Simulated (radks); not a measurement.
Ge III, configuration [Ar] 3d10 4s1 7f1 (not the ground configuration). Method: scalar-relativistic Kohn-Sham, BLYP, spin-polarised, spherical densities, finite nucleus; open shells are filled with parallel spins first; Fermi nuclear charge, rms radius 4.0742 fm; computed with a radial shooting solver on a logarithmic mesh with Libxc functionals.

X-ray form factor f0, the Fourier transform of the density (f0(0) = 30):

| sin(theta)/lambda (1/angstrom) | f0 (electrons) |
|---|---|
| 0.05 | 28.819 |
| 0.1 | 27.994 |
| 0.15 | 26.828 |
| 0.2 | 25.396 |
| 0.25 | 23.842 |
| 0.3 | 22.238 |
| 0.4 | 19.086 |
| 0.5 | 16.216 |
| 0.6 | 13.755 |
| 0.8 | 10.164 |
| 1 | 8.051 |
| 1.25 | 6.624 |
| 1.5 | 5.769 |
| 2 | 4.431 |
